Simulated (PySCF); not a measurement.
**Electron correlation in Sr (strontium, neutral)**

[Kr] 5s1 5p1, 5s spin antiparallel (an excited configuration). Calculation: PySCF 2.14, in def2-QZVPPD with the def2 core potential (28 electrons); a scalar-relativistic core potential. Frozen: 4s2 4p6; 2 electrons correlated.

Total MP2 correlation energy: -12.11 mhartree.

Same-spin part 0.00 and opposite-spin part -12.11 mhartree; SCS-MP2 scales them by 1/3 and 6/5 to -14.54 mhartree.
